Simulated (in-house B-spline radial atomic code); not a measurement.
RPA and G0W0 for neutral phosphorus, [Ne] 3s2 3p3, highest spin, as one setting changes: the highest l of the empty states. Start: Hartree-Fock. A dash marks a level of low quasi-particle weight. Computed with a B-spline radial code for spherical atoms: all electrons, non-relativistic, point nucleus, each spin shell either full or empty, empty states to the listed l with an (l + 1/2)⁻⁴ tail; G0W0 by contour deformation at full frequency.

```csv
highest l of the empty states,RPA summed (Eh),RPA extrapolated (Eh),G0W0 level (eV)
3,-0.65574,-0.73392,3p up -10.814
4,?,?,?
5,?,?,?
6,-0.72651,-0.74125,3p up -10.920
7,-0.73111,-0.7405,3p up -10.919
8,-0.73377,-0.7401,3p up -10.917
9,-0.73542,-0.73985,3p up -10.917
10,-0.73647,-0.73969,3p up -10.916
11,-0.73719,-0.73957,3p up -10.916
```

(1) What belongs in the row for 5?

(2) What belongs in the row for 4?

Answers

(1) RPA summed (Eh): -0.71792; RPA extrapolated (Eh): -0.74291; G0W0 level (eV): 3p up -10.924.

(2) RPA summed (Eh): -0.69998; RPA extrapolated (Eh): -0.74743; G0W0 level (eV): 3p up -10.932.
